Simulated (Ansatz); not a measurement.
CH₃Cl₃Sn, charge +1, doublet, geometry from GFN2-xTB (such geometries of metal compounds can be far from the true shape) (a state made from the parent by changing its charge; the spin is typed, not shown lowest) (all electrons, no relativity); Ansatz (a first-principles code) with REVPBE/STO-3G.

Ansatz was given this input:
Ansatz 0.2 input:
```yaml
crystal:
  periodic: [false, false, false]
  atoms:
    - {symbol: C, position_ang: [-2.42894918, -0.34951557, 0.10512035]}
    - {symbol: Sn, position_ang: [-0.11256443, -0.01619755, 0.00487158]}
    - {symbol: Cl, position_ang: [0.69693254, -1.41027332, -1.66927410]}
    - {symbol: Cl, position_ang: [0.22416278, 2.22841157, -0.49496942]}
    - {symbol: Cl, position_ang: [0.74012552, -0.57909556, 2.09234901]}
    - {symbol: H, position_ang: [-2.52298231, -1.39404234, 0.38209361]}
    - {symbol: H, position_ang: [-2.75334588, 0.35236142, 0.86586213]}
    - {symbol: H, position_ang: [-2.76250924, -0.11507398, -0.90004999]}
basis:
  gaussian:
    orbitals: STO-3G
hamiltonian:
  xc: revpbe
total_charge: 1
magnetization: {spin_polarized: true, initial_magnetization: 1}
```

Write the output that Ansatz gives for this input, abridged.


```
Functional definition: revPBE
757 factors; integrals over basis functions are off by at most 3.3e-5 eV
mean field evaluation 1: about -200531.4740 eV, gradient 2.1e1 eV
mean field evaluation 2: about -200518.1080 eV, gradient 4.5e1 eV
mean field evaluation 4: about -200537.0303 eV, gradient 6.5e0 eV
mean field evaluation 8: about -200537.4155 eV, gradient 4.3e-2 eV
mean field evaluation 16: about -200537.3647 eV, gradient 2.5e-4 eV
mean field evaluation 32: about -200537.2465 eV, gradient 1.2e0 eV
mean field -200537.36470289 eV, -7369.6122237232 hartree, gradient 2.4e-5 eV, S^2 0.752887; 8 other end points of the search recorded, 0 dependent functions left out
reference -200537.36473427 eV, -7369.6122248766 hartree; 55, 54 occupied and 7, 8 virtual orbitals, 757 factors
Total energy: -200537.36473427 eV, -7369.6122248766 hartree
```
